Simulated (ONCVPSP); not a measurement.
**Configuration tests for Fe (ONCV)**

```
Element                 : Fe (Z = 26)
Generator               : ONCVPSP 4.0.1
Type                    : optimised norm-conserving Vanderbilt (ONCV)
Functional              : revPBE
Relativity              : scalar-relativistic
Frozen core             : [Ne]
Valence charge          : 16
Reference configuration : 3s2 3p6 3d6 4s2
Partial waves           : 3s+4s: rc 1.35 bohr, ncon 4, nbas 7, qcut 9.4 1/bohr, 3 projectors, debl 1.3 Ha; 3p: rc 0.90 bohr, ncon 5, nbas 9, qcut 7.5 1/bohr, 2 projectors, debl 3.1 Ha; 3d: rc 1.40 bohr, ncon 4, nbas 8, qcut 10.3 1/bohr, 2 projectors, debl 2.6 Ha
Local potential         : polynomial inside 0.70 bohr (lpopt 5, dvloc0 0 Ha)
Core correction         : Teter function, fcfact 2.25, rcfact 1
```

Energies are relative to the spin-unpolarised reference configuration 3s2 3p6 3d6 4s2; without spin polarisation the order of configurations can differ from experiment.

```
valence configuration  charge  ΔE all-electron (eV)  error AE − PS (meV)
      3s2 3p6 3d6 4s0      +2                24.680                 +2.1
      3s2 3p6 3d7 4s1       0                -0.803                 +9.6
```

Question: What are ΔE and the potential's error for 3s2 3p6 3d5 4s0?

Answer: ΔE = 58.793 eV all-electron; the error (AE − PS) is +11 meV.

Question: What are ΔE and the potential's error for 3s2 3p6 3d6 4s1?

Answer: ΔE = 8.638 eV all-electron; the error (AE − PS) is +0.1 meV.

Levels in the configuration 3s2 3p6 3d6 4s1:

```json
{"level": "3s", "all-electron (eV)": "-102.563", "pseudo (eV)": "-102.572"}
{"level": "3p", "all-electron (eV)": "-68.550", "pseudo (eV)": "-68.553"}
{"level": "3d", "all-electron (eV)": "-15.870", "pseudo (eV)": "-15.879"}
{"level": "4s", "all-electron (eV)": "-12.200", "pseudo (eV)": "-12.198"}
```
